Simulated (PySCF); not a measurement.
**H$_{3}$BSi$_{2}$, SMILES `B1[SiH2][SiH]=1` (charge 0, multiplicity 1)**

Calculation: PBE0-D3(BJ)/def2-TZVP run with PySCF.

The HOMO comes out as -6.27 eV, the dipole moment is 1.20 D and the HOMO–LUMO gap is 3.67 eV. The LUMO is -2.59 eV and the total energy comes out as -605.2306 Ha. The cost is very roughly 15 core-seconds.

Bond lengths (Å): B1–Si2 1.791, B1–Si3 1.874, Si2–Si3 2.540, Si2–H4 1.489, Si3–H5 1.489, Si3–H6 1.491. Bond angles (°): Si2–B1–Si3 87.7, B1–Si2–Si3 47.5, B1–Si2–H4 142.1, Si3–Si2–H4 133.1, B1–Si3–Si2 44.8, B1–Si3–H5 130.8, B1–Si3–H6 119.9, Si2–Si3–H5 112.4, Si2–Si3–H6 128.0, H5–Si3–H6 107.7.
